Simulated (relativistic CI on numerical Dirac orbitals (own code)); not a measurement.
# What each ingredient does to the levels of Cd30+

Base calculation: Dirac-Coulomb-Breit CI, separate exchange-only KLI orbitals for each configuration, model QED, unscaled Slater integrals.

Configuration list (outside the closed core [Ne]): 3s2 3p6, 3s2 3p5 3d, 3s 3p6 3d, 3s2 3p5 4s, 3s2 3p5 4p, 3s2 3p5 4d, 3s 3p6 4s, 3p6 3d 4p, 3s2 3p5 4f, 3s 3p6 4p, 3s 3p6 4d, 3s 3p6 4f, 3s2 3p5 5s, 3s2 3p5 5p, 3s2 3p5 5d, 3s2 3p5 5f, 3s2 3p5 5g, 3s 3p6 5s, 3s 3p6 5p, 3s 3p6 5d, 3s2 3p5 6s, 3s 3p6 5f, 3p6 3d2, 3p5 3d3, 3p5 3d2 4s, 3p5 3d2 4p, 3p5 3d2 4d, 3p6 3d 4s, 3p5 3d 4s2, 3p5 3d 4s 4p, 3p5 3d 4s 4d. Double excitations out of closed p, d and f shells are left out; levels of such configurations are missing from the list, as are those of other unlisted configurations, and high levels can miss mixing partners. These lack a partner that the ground configuration has and come out too high: 3s2 3p5 4f, 3s2 3p5 5s, 3s2 3p5 5p, 3s2 3p5 5d, 3s2 3p5 5f.

Variants: (1) configuration mixing switched off. Shifts of the energy above 3s2 3p6 1S_0, in eV, for the lowest level and the first level of each name with at least 55 % of one term (blank where a level changes its place among those of its configuration and J or its character, or is not in the variant):

```csv
Level,Base,Δ(1)
3s2 3p6 1S_0,0.000,0.000
3s2 3p5 3d 3P°_0,133.355,-0.063
3s2 3p5 3d 3P°_1,137.401,-0.064
3s2 3p5 3d 3F°_3,142.661,+0.040
3s2 3p5 3d 3F°_4,147.963,+0.096
3s2 3p5 3d 3D°_3,158.077,-0.067
3s2 3p5 3d 3D°_1,169.846,-0.069
3s2 3p5 3d 3F°_2,184.772,+0.036
3s2 3p5 3d 1P°_1,216.337,-0.022
3s 3p6 3d 3D_1,299.505,+0.076
3s 3p6 3d 3D_2,301.857,+0.078
3s 3p6 3d 3D_3,308.935,+0.074
3s 3p6 3d 1D_2,318.984,+0.133
3p6 3d2 3F_2,608.606,-0.295
3p6 3d2 3F_3,616.390,-0.242
3p6 3d2 3P_0,620.348,-0.267
3p6 3d2 3F_4,621.983,-0.249
3p6 3d2 3P_1,625.372,-0.234
3p6 3d2 1G_4,631.630,-0.276
3p6 3d2 1S_0,650.827,-0.505
3p5 3d3 5D°_0,740.648,-0.324
3p5 3d3 5S°_2,745.526,-0.322
```

At this charge energies of transitions that change n are usually good to better than 1 %, and those within a shell (Δn = 0) to a few per cent.

Ionisation energy from the two ground configurations alone: base 1853.17 eV. The NIST ASD value (semi-empirical) is 1852 eV.

LS names give the leading component of a level, which can be under half, so a name can repeat, a term be missing and a line seem to break the LS rules.
